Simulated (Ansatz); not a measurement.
Geometry optimisation, Ansatz, RHF/def2-SVP.

input.yaml

```yaml
crystal:
  periodic: [false, false, false]
  atoms:
    - { symbol: "N", position_ang: [-0.27424, 1.2195, 0.0935] }
    - { symbol: C, position_ang: [0.34657, -0.05567, 0.27028] }
    - { symbol: B, position_ang: [0.24444, -1.24131, -0.45923] }
    - { symbol: Cl, position_ang: [0.34144, -2.62209, -1.36344] }
    - { symbol: H, position_ang: [-0.98554, 1.18987, -0.6261] }
    - { symbol: H, position_ang: [-0.68582, 1.55821, 0.95664] }
    - { symbol: H, position_ang: [0.71702, 1.53242, 0.06055] }
basis:
  gaussian: { orbitals: def2-SVP }
hamiltonian:
  xc: hf
relax:
  f_tol: 0.02
  max_steps: 50
```

Launched with:

```bash
$ ansatz run input.yaml --threads 1 --pin off --max-ram 2048MiB --backend cpu --events-out ev --progress --plain --runs-dir out
```

Problem. Where does it end, and by what steps?

Solution. It converged. After 9 steps the energy has fallen by 1.464 eV; C2 moved furthest, 0.62 Å.

```json
{"step": "0", "energy less start (eV)": "0.0000", "largest force component (eV/Å)": "5.613", "accepted": "yes"}
{"step": "1", "energy less start (eV)": "-0.8029", "largest force component (eV/Å)": "1.884", "accepted": "yes"}
{"step": "2", "energy less start (eV)": "-1.2345", "largest force component (eV/Å)": "1.439", "accepted": "yes"}
{"step": "3", "energy less start (eV)": "-1.3514", "largest force component (eV/Å)": "1.227", "accepted": "yes"}
{"step": "4", "energy less start (eV)": "-1.4114", "largest force component (eV/Å)": "0.561", "accepted": "yes"}
{"step": "5", "energy less start (eV)": "-1.4619", "largest force component (eV/Å)": "0.202", "accepted": "yes"}
{"step": "6", "energy less start (eV)": "-1.4636", "largest force component (eV/Å)": "0.221", "accepted": "yes"}
{"step": "7", "energy less start (eV)": "-1.4640", "largest force component (eV/Å)": "0.061", "accepted": "yes"}
{"step": "8", "energy less start (eV)": "-1.4641", "largest force component (eV/Å)": "0.033", "accepted": "yes"}
{"step": "9", "energy less start (eV)": "-1.4641", "largest force component (eV/Å)": "0.001", "accepted": "yes"}
```

```xyz
7
Properties=species:S:1:pos:R:3
N -0.224 1.234 0.134
C 0.019 -0.111 -0.249
B 0.240 -1.339 -0.598
Cl 0.538 -2.995 -1.069
H -0.912 1.684 -0.459
H -0.570 1.306 1.084
H 0.614 1.803 0.088
```

Whether the end is a true minimum wasn't checked by a vibrational analysis.

Run time: 21 s on 1 thread of Intel(R) Xeon(R) Platinum 8259CL CPU @ 2.50GHz (Skylake/Cascade Lake), with other jobs on the host, peak memory 0.17 GiB.
